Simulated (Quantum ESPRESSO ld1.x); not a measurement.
The mean radii <r> (bohr) of the occupied orbitals of an atom or ion are listed with their occupations. Method: scalar-relativistic Kohn-Sham, LDA (Slater exchange, Perdew-Zunger correlation), spin-polarised, spherical densities, point nucleus; computed with ld1.x of Quantum ESPRESSO 7.5.

| orbital | occ. | <r> |
|---|---|---|
| 1s up | 1 | 0.04411 |
| 1s down | 1 | 0.04412 |
| 2s up | 1 | 0.1929 |
| 2s down | 1 | 0.1927 |
| 2p up | 3 | 0.1677 |
| 2p down | 3 | 0.1676 |
| 3s up | 1 | 0.4746 |

Name the element and its charge. Open shells, if any, are filled with parallel spins first.

Answer. Z = 34, selenium, charge +23: Se23+ in [Ne] 3s1. The 1s radius gives Z: for a bare nucleus <r> = (2 gamma + 1)/(2Z) with gamma = sqrt(1 - (Z/c)^2), 0.0432 bohr for Z = 34, and screening makes it slightly larger (0.04411 here). The occupations add up to 11, and the charge is Z minus that.
